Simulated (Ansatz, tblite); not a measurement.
Forces on Rb₃H₃⁺ at its PBE0-D4/def2-TZVP geometry. The state is a doublet with charge 1.

In the def2 sets Rb takes a core potential; there is no spin–orbit coupling. The xTB rows come from tblite. In the doublet, H4 and H5 lie 0.75 Å apart (atoms count from 1), so H2 has formed as a molecule. The structure comes from a short search, and lower isomers may exist.

GFN1-xTB (tblite), largest force 1.07 eV/Å:

```xyz
6
positions Å, forces eV/Å
Rb    3.233    3.328    3.865   -0.056   -0.121   -0.194
Rb    1.464    0.542   -0.215   -0.262   -0.042    0.148
Rb   -1.396   -2.416   -3.221    0.062    0.052    0.045
H    -1.520   -0.385    0.325    0.347   -0.300   -0.763
H    -1.773   -0.110    0.977   -0.326    0.413    0.936
H    -0.008   -0.959   -1.731    0.235   -0.001   -0.173
```

GFN2-xTB (tblite), largest force 1.45 eV/Å:

```
Rb -0.094 -0.137 -0.186
Rb 0.156 0.096 0.055
Rb 0.300 0.273 0.248
H 0.300 -0.488 -1.046
H -0.507 0.522 1.251
H -0.155 -0.267 -0.321
```

PBE-D4/def2-TZVP (Ansatz), largest force 0.20 eV/Å:

```
Rb 0.001 -0.001 -0.004
Rb 0.009 0.008 0.010
Rb -0.004 -0.004 -0.006
H 0.067 -0.073 -0.173
H -0.072 0.070 0.172
H -0.001 0.000 0.001
```
